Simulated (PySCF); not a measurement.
Al(Br)(Me)(OH) (CH₄AlBrO), SMILES [CH3][Al]([OH])[Br]. Atoms are numbered in the order given.

```xyz
8

Al    -0.1062    -0.9480     0.0000
Br     0.0900     1.3176     0.0000
C      1.4550    -2.1031     0.0000
H      2.0858    -1.9161    -0.8859
H      1.1645    -3.1659     0.0000
H      2.0858    -1.9161     0.8859
O     -1.6680    -1.6306     0.0000
H     -2.4933    -1.1312     0.0000
```
Charge 0, spin multiplicity 1.

Coordinates come from a TPSSh-D3(BJ)/def2-SVP optimisation. The structure was generated by enumeration; whether it is a known compound was not checked. One conformer was computed; it need not be the lowest.

Method: PySCF with IEF-PCM-ωB97X/def2-SVP.

The values are the electrostatic part of the solvation free energy, E(continuum) − E(gas) at the gas-phase geometry, in a cavity of scaled van der Waals radii (PySCF's table); cavitation and dispersion terms are not included. A continuum can't describe solvent molecules that bind to the metal. In vacuum the orbital gap is 12.34 eV. The dipole moment in vacuum is 0.77 D.

```
solvent            ε  ΔG(elec) (kcal/mol)  dipole (D)  gap (eV)
-------------  -----  -------------------  ----------  --------
water          78.36                 -6.8        1.03     12.73
methanol       32.61                 -6.6        1.02     12.72
chlorobenzene   5.70                 -5.1        0.98     12.65
```
